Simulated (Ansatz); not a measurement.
CH8OSiSn, SMILES `[OH][SnH2][CH2][SiH3]`. The species carries charge 0 and has multiplicity 1. Sn: def2 effective core potential. Geometry: relaxed with PBE0-D4/def2-TZVP. It is one conformer, not always the lowest.

```xyz
12

O    -2.450   -0.054   -0.490
Sn   -0.747    0.354   -1.392
C     0.676    0.817    0.144
Si    1.047   -0.633    1.254
H    -2.397   -0.819    0.087
H    -1.138    1.693   -2.368
H    -0.259   -1.015   -2.298
H     0.252    1.645    0.719
H     1.593    1.175   -0.333
H     1.731   -1.703    0.478
H    -0.221   -1.201    1.792
H     1.911   -0.259    2.407
```

**Question.** What is the dipole moment at PBE/def2-TZVPP? (Best estimate.)

**Answer.** Ansatz gave: 1.70 D, with components (1.68, 0.25, -0.06) D in this frame, pointing from negative to positive charge.

**Question.** And with r2SCAN, B3LYP, ωB97M-V? (Estimate.)

**Answer.** The calculation gave: r2SCAN 1.78 D, B3LYP 1.85 D, ωB97M-V 1.87 D.

**Question.** Give the Mulliken charges with PBE, ωB97M-V, r2SCAN in def2-TZVPP. (An estimate is asked.)

**Answer.** Computed: 
```
atom    PBE  ωB97M-V  r2SCAN
  O1  -0.52    -0.55   -0.58
 Sn2   0.80     0.78    0.84
  C3  -0.47    -0.59   -0.48
 Si4   0.17     0.16    0.26
  H5   0.17     0.16    0.19
  H6  -0.12    -0.08   -0.12
  H7  -0.13    -0.10   -0.13
  H8   0.14     0.16    0.12
  H9   0.13     0.15    0.11
 H10  -0.05    -0.02   -0.07
 H11  -0.06    -0.04   -0.08
 H12  -0.05    -0.02   -0.07
```

B3LYP here is the variant with VWN-RPA as its local correlation; programs differ in this.
